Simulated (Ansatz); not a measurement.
GaH2I. Charge 0, multiplicity 1. Geometry PBE-D4/def2-TZVP.

Cartesian coordinates in Å:
```
Ga 0.0661 0.0030 0.2804
H 1.3484 0.8179 0.6668
H -0.9053 -0.7965 1.2157
I -0.5093 -0.0244 -2.1629
```

In the def2 sets I takes a core potential; there is no spin–orbit coupling. LC-ωPBE has ω = 0.4 bohr⁻¹.

(1) Estimate the orbital energies around the gap (eV) in Ansatz with r2SCAN-D4/def2-TZVP, PBE0-D4/def2-SVP, PBE0-D4/def2-TZVPD, BHLYP-D4/def2-TZVP, LC-ωPBE/def2-TZVP.

Answers

(1) 
```json
{"orbital": "HOMO−9", "r2SCAN-D4/def2-TZVP": "-21.31", "PBE0-D4/def2-SVP": "-24.28", "PBE0-D4/def2-TZVPD": "-24.15", "BHLYP-D4/def2-TZVP": "-27.60", "LC-ωPBE/def2-TZVP": "-26.47"}
{"orbital": "HOMO−8", "r2SCAN-D4/def2-TZVP": "-21.21", "PBE0-D4/def2-SVP": "-24.16", "PBE0-D4/def2-TZVPD": "-24.04", "BHLYP-D4/def2-TZVP": "-27.49", "LC-ωPBE/def2-TZVP": "-26.36"}
{"orbital": "HOMO−7", "r2SCAN-D4/def2-TZVP": "-21.18", "PBE0-D4/def2-SVP": "-24.11", "PBE0-D4/def2-TZVPD": "-23.98", "BHLYP-D4/def2-TZVP": "-27.41", "LC-ωPBE/def2-TZVP": "-26.30"}
{"orbital": "HOMO−6", "r2SCAN-D4/def2-TZVP": "-21.15", "PBE0-D4/def2-SVP": "-24.10", "PBE0-D4/def2-TZVPD": "-23.96", "BHLYP-D4/def2-TZVP": "-27.41", "LC-ωPBE/def2-TZVP": "-26.26"}
{"orbital": "HOMO−5", "r2SCAN-D4/def2-TZVP": "-17.76", "PBE0-D4/def2-SVP": "-19.10", "PBE0-D4/def2-TZVPD": "-19.11", "BHLYP-D4/def2-TZVP": "-20.92", "LC-ωPBE/def2-TZVP": "-22.61"}
{"orbital": "HOMO−4", "r2SCAN-D4/def2-TZVP": "-11.81", "PBE0-D4/def2-SVP": "-12.87", "PBE0-D4/def2-TZVPD": "-12.88", "BHLYP-D4/def2-TZVP": "-14.23", "LC-ωPBE/def2-TZVP": "-16.13"}
{"orbital": "HOMO−3", "r2SCAN-D4/def2-TZVP": "-8.54", "PBE0-D4/def2-SVP": "-9.47", "PBE0-D4/def2-TZVPD": "-9.48", "BHLYP-D4/def2-TZVP": "-10.70", "LC-ωPBE/def2-TZVP": "-12.38"}
{"orbital": "HOMO−2", "r2SCAN-D4/def2-TZVP": "-8.06", "PBE0-D4/def2-SVP": "-8.86", "PBE0-D4/def2-TZVPD": "-8.84", "BHLYP-D4/def2-TZVP": "-9.77", "LC-ωPBE/def2-TZVP": "-11.32"}
{"orbital": "HOMO−1", "r2SCAN-D4/def2-TZVP": "-7.06", "PBE0-D4/def2-SVP": "-7.79", "PBE0-D4/def2-TZVPD": "-7.85", "BHLYP-D4/def2-TZVP": "-8.75", "LC-ωPBE/def2-TZVP": "-10.38"}
{"orbital": "HOMO", "r2SCAN-D4/def2-TZVP": "-6.64", "PBE0-D4/def2-SVP": "-7.40", "PBE0-D4/def2-TZVPD": "-7.47", "BHLYP-D4/def2-TZVP": "-8.41", "LC-ωPBE/def2-TZVP": "-10.02"}
{"orbital": "LUMO", "r2SCAN-D4/def2-TZVP": "-2.54", "PBE0-D4/def2-SVP": "-2.01", "PBE0-D4/def2-TZVPD": "-2.03", "BHLYP-D4/def2-TZVP": "-1.29", "LC-ωPBE/def2-TZVP": "0.00"}
{"orbital": "LUMO+1", "r2SCAN-D4/def2-TZVP": "-1.13", "PBE0-D4/def2-SVP": "-0.40", "PBE0-D4/def2-TZVPD": "-0.72", "BHLYP-D4/def2-TZVP": "0.27", "LC-ωPBE/def2-TZVP": "1.54"}
{"orbital": "LUMO+2", "r2SCAN-D4/def2-TZVP": "0.71", "PBE0-D4/def2-SVP": "1.21", "PBE0-D4/def2-TZVPD": "0.23", "BHLYP-D4/def2-TZVP": "1.66", "LC-ωPBE/def2-TZVP": "2.99"}
{"orbital": "LUMO+3", "r2SCAN-D4/def2-TZVP": "2.13", "PBE0-D4/def2-SVP": "2.49", "PBE0-D4/def2-TZVPD": "0.63", "BHLYP-D4/def2-TZVP": "3.27", "LC-ωPBE/def2-TZVP": "4.50"}
{"orbital": "LUMO+4", "r2SCAN-D4/def2-TZVP": "2.97", "PBE0-D4/def2-SVP": "2.82", "PBE0-D4/def2-TZVPD": "0.87", "BHLYP-D4/def2-TZVP": "3.97", "LC-ωPBE/def2-TZVP": "5.31"}
{"orbital": "LUMO+5", "r2SCAN-D4/def2-TZVP": "3.70", "PBE0-D4/def2-SVP": "5.74", "PBE0-D4/def2-TZVPD": "0.94", "BHLYP-D4/def2-TZVP": "4.59", "LC-ωPBE/def2-TZVP": "6.00"}
```
